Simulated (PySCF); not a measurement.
## Continuum solvent and chemical shifts

Mapped SMILES: `[BH2:1]/[CH:2]=[C:3](/[CH3:4])[CH2:5][CH3:6]`. Each H is labelled by its parent atom.

GIAO PBE0/pcSseg-1 in PySCF 2.14.0 with density-fitted response routines on one PBE0-D3(BJ)/def2-SVP conformer, non-relativistic, equivalent nuclei averaged. Solvents enter as an IEF-PCM continuum (cyclohexane with ε = 2.0, methanol with ε = 32.6) around the gas-phase geometry. Shifts are referred to BF3·OEt2, TMS computed in the same medium.

In cyclohexane, δ in ppm: B1 65.0, C3 196.0, C2 140.8, C5 31.4, C4 30.7, C6 19.4, H(C2) 6.93, H(B1) 6.72, H(C5) 2.62, H(C4) 2.22, H(C6) 1.11. Dipole moment 2.74 D.

(1) How does each δ change in the more polar medium?

(2) Which of the listed nuclei move most (in ppm), and what does the model miss?

Answers

(1) 
```
atoms                           environment  Δδ, methanol
   B1                boron bonded to C, 2 H          -0.8
   C3       fully substituted alkene carbon          +5.4
   C2                             alkene CH          -0.9
   C5                       allylic sp3 CH2          +0.8
   C4                 allylic methyl carbon          +0.7
   C6                         methyl carbon          +0.5
H(C2)              hydrogen on an alkene CH         -0.01
H(B1)       hydrogen on a boron bonded to C         -0.11
H(C5)        hydrogen on an allylic sp3 CH2         +0.05
H(C4)  hydrogen on an allylic methyl carbon         +0.10
H(C6)           hydrogen on a methyl carbon         +0.03
```

Changes are relative to cyclohexane. The dipole moment becomes 3.28 D in methanol.

(2) C3 (fully substituted alkene carbon, +5.4 ppm) in methanol. A continuum only polarises the solute; specific hydrogen bonds, the anisotropy of aromatic solvents and changes of geometry or conformer are outside it.
